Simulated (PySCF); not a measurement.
Job file and geometry (Å, from GFN2-xTB) of an NMR shielding run on SMILES C([C@@H](C(C)C)C[SiH2]Cl)=O, C$_{6}$H$_{13}$ClOSi, GIAO PBE0/pcSseg-1 NMR shielding, non-relativistic, gas phase in PySCF 2.14.0, density-fitted response routines; density fitting, a coarse starting grid and PySCF grid level 2 are the driver's defaults:

```
$ OMP_NUM_THREADS=1 python probes_run.py task.json out

{"job": {"kind": "nmr", "xc": "PBE0", "basis": "pcSseg-1"}, "charge": 0, "multiplicity": 1}
C     -1.541800     1.632106     0.636901
C     -1.056969     0.779664    -0.533140
C     -2.000154    -0.400631    -0.760628
C      0.401976     0.318632    -0.335744
C      0.942519    -0.293822    -1.589179
O      1.735734    -1.195531    -1.609372
C      0.654995    -0.617172     0.844305
Si     2.460784    -1.238203     0.964116
Cl     3.695397     0.238098     0.334976
H     -2.529537     2.032372     0.420493
H     -1.610201     1.040873     1.546489
H     -0.866454     2.465749     0.815301
H     -1.070900     1.406257    -1.434332
H     -1.632313    -1.043025    -1.558418
H     -2.103088    -0.995590     0.143513
H     -2.988294    -0.039251    -1.036494
H      1.013052     1.223087    -0.193692
H      0.579648     0.159430    -2.530271
H      0.000318    -1.483721     0.764057
H      0.390716    -0.102414     1.767261
H      2.737654    -1.365192     2.402984
H      2.776506    -2.502329     0.322178
```

Problem. What does the program print?

Solution. 
```
coarse grid: 18912 points
cycle   1  E = -1060.5126413544  dE =  9.952e-01  |g| = 8.071e-01  |ddm| = 4.095e+00
cycle   2  E = -1060.1894178529  dE =  3.232e-01  |g| = 1.530e+00  |ddm| = 2.055e+00
cycle   3  E = -1060.6426747165  dE = -4.533e-01  |g| = 2.076e-01  |ddm| = 1.549e+00
cycle   4  E = -1060.6518951431  dE = -9.220e-03  |g| = 5.892e-02  |ddm| = 2.375e-01
cycle   5  E = -1060.6526540695  dE = -7.589e-04  |g| = 1.473e-02  |ddm| = 7.311e-02
cycle   6  E = -1060.6527014824  dE = -4.741e-05  |g| = 4.130e-03  |ddm| = 1.833e-02
cycle   7  E = -1060.6527051823  dE = -3.700e-06  |g| = 9.413e-04  |ddm| = 4.738e-03
final grid: 171968 points
cycle   8  E = -1060.7169206055  dE = -6.135e-05  |g| = 1.346e-02  |ddm| = 4.285e-02
cycle   9  E = -1060.7168460315  dE =  7.457e-05  |g| = 2.369e-02  |ddm| = 2.897e-02
cycle  10  E = -1060.7169564067  dE = -1.104e-04  |g| = 3.308e-03  |ddm| = 2.047e-02
cycle  11  E = -1060.7169585897  dE = -2.183e-06  |g| = 4.141e-04  |ddm| = 2.819e-03
cycle  12  E = -1060.7169586267  dE = -3.698e-08  |g| = 1.278e-04  |ddm| = 6.056e-04
cycle  13  E = -1060.7169586303  dE = -3.610e-09  |g| = 3.469e-05  |ddm| = 1.519e-04
cycle  14  E = -1060.7169586306  dE = -2.747e-10  |g| = 7.309e-06  |ddm| = 3.381e-05
converged SCF energy = -1060.7169586306

GIAO shielding tensors (ppm)
atom      isotropic    diamagn.    paramagn.     s11        s22        s33       span
  0 C      163.965     247.455     -83.490    146.003    158.146    187.746     41.743
  1 C      154.125     247.648     -93.523    147.169    152.187    163.020     15.851
  2 C      167.610     249.084     -81.474    153.592    161.195    188.041     34.448
  3 C      130.298     255.221    -124.923    106.864    131.786    152.245     45.380
  4 C      -30.458     251.888    -282.346   -126.081    -48.473     83.181    209.262
  5 O     -340.089     402.629    -742.718   -911.399   -447.676    338.808   1250.206
  6 C      178.397     253.670     -75.272    171.679    177.507    186.006     14.328
  7 Si     366.543     877.091    -510.548    314.773    366.566    418.289    103.516
  8 Cl    1025.472    1148.881    -123.409   1007.721   1015.313   1053.381     45.660
  9 H       30.434      29.627       0.807     25.959     27.812     37.532     11.573
 10 H       30.631      31.464      -0.833     26.333     30.517     35.044      8.711
 11 H       30.597      30.882      -0.285     26.115     28.260     37.415     11.300
 12 H       29.318      33.731      -4.413     25.890     26.798     35.268      9.378
 13 H       31.145      31.519      -0.374     26.245     29.377     37.813     11.568
 14 H       30.859      31.822      -0.963     26.498     30.659     35.420      8.921
 15 H       30.651      30.032       0.619     26.172     27.883     37.898     11.725
 16 H       29.187      34.776      -5.589     22.969     30.364     34.226     11.257
 17 H       21.787      30.451      -8.664     18.575     20.807     25.977      7.402
 18 H       31.379      33.467      -2.088     25.221     31.646     37.271     12.051
 19 H       30.925      33.437      -2.512     24.785     31.378     36.612     11.828
 20 H       26.430      27.277      -0.847     22.393     24.755     32.142      9.749
 21 H       25.900      27.876      -1.975     22.637     23.280     31.784      9.147
```

Problem. Turn these shieldings into chemical shifts. Referencing at the same level of theory: 13C (σ = 186.93 ppm), 29Si (σ = 349.16 ppm), 1H (σ = 31.72 ppm) vs TMS; H2O for 17O (σ = 336.08 ppm); 35Cl (σ = 949.78 ppm) vs HCl.

Solution. Averaging equivalent atoms: C 4: 217.4; C 3: 56.6; C 1: 32.8; C 0: 23.0; C 2: 19.3; C 6: 8.5; O 5: 676.2; Si 7: -17.4; Cl 8: -76; H 17: 9.93; H 21: 5.82; H 20: 5.29; H 16: 2.53; H 12: 2.40; H 9/10/11: 1.16; H 13/14/15: 0.83; H 19: 0.79; H 18: 0.34 ppm. Unscaled 17O shifts of doubly bonded oxygen tend to come out too high, by tens of ppm or more. Experimental scales use liquid or dissolved standards, which lie at an offset from isolated H2O (liquid H2O: subtract about 36 ppm).

Size and cost of the density-fitted run: 232 basis functions, 100 s wall time on 1 thread of an Arm Neoverse N1, shared host; peak memory 0.98 GiB.
